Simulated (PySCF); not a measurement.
**Dipole response of Cu (copper, neutral)**

[Ar] 3d9 4s2, 2D determinant (an excited configuration). Calculation: PySCF 2.14, in aug-cc-pwCVTZ-PP with ECP10MDF; scalar relativity through the core potential. Coupled (time-dependent) response in atomic units; α is the mean over directions.

```
method  mean α (bohr³)         α xx, yy, zz  C₆ (like pair)  S(−4)
  PBE0           44.73  45.21, 45.21, 43.77           341.3   1037
```

S(−4) is the Cauchy moment in α(ω) = α(0) + S(−4) ω² + …

α(iu) at PBE0:

```csv
u (hartree),α(iu) (bohr³)
0,44.73
0.0500,42.29
0.100,36.49
0.200,24.17
0.300,16.11
0.500,8.555
0.750,5.028
1.00,3.481
1.50,2.106
2.00,1.470
3.00,0.8641
5.00,0.4188
```

A single London oscillator, α(iu) = α/(1 + u²/ω²), gives C₆ = (3/4) ω α². Matching the computed C₆ needs ω = 4 × 341.3 / (3 × 44.73²) = 0.227 hartree.

The components differ because the open shell of this determinant is not spherical; for a pure term their mean is the scalar polarisability.

Energies and moments cover only the electrons outside the core potential.
